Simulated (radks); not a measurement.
Species: K+. Configuration: [Ar].

Method: scalar-relativistic Kohn-Sham, PBE, spin-polarised, spherical densities, finite nucleus; Fermi nuclear charge, rms radius 3.4349 fm; computed with a radial shooting solver on a logarithmic mesh with Libxc functionals.

Energy parts (eV):
total: -16379.278
kinetic: 16477.673
electron-nucleus: -38871.414
Hartree: 6919.181
exchange-correlation: -904.718

Orbitals (lengths in bohr, moments of r in powers of bohr; r(max) is where P^2 peaks; r(90%) holds 90 % of the orbital's charge):
orbital,occ.,eigenvalue (eV),r(max),r(90%),<r^4>
1s,2,-3528.420,0.05302,0.145,0.0002014
2s,2,-359.5692,0.3181,0.604,0.05661
2p,6,-286.2837,0.2627,0.579,0.04877
3s,2,-41.4523,1.077,1.91,5.713
3p,6,-24.8841,1.155,2.22,10.59

The highest occupied level is 3p at -24.884 eV. The electron density at the nucleus is 5212 e/bohr^3 (large components only).
